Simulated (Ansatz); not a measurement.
```
atom    x (Å)    y (Å)    z (Å)
   C   0.0078  -0.4587  -0.1148
   C  -0.0086  -0.4677   1.2096
   C   0.0083   0.7645  -0.9720
   H  -0.0044  -1.4076  -0.6568
   H  -0.0032  -1.3968   1.7823
   H  -0.0035   0.4532   1.8007
   H  -0.0024   1.6935  -0.3805
   H   0.8831   0.8001  -1.6306
   H  -0.8816   0.8014  -1.6344
```

Basis set: 6-31G* (spherical functions). Left uncorrelated: 3 orbitals. Charge 0, multiplicity 1.

Computed with Ansatz (development build ahead of 0.2.0); each method stands on the lowest determinant of its kind that the runs found. Restricted open shells among the atoms or ions are ROHF, correlated in semicanonical orbitals with singles.

The atomization energy at this shape (free ground-state atoms in the same class of orbitals less the molecule, no zero-point energy) of singlet C3H6:

| method | atomization energy |
| --- | --- |
| RHF | 28.56 eV |

Task: What does RHF-MP2 give?

Result: 34.49 eV.
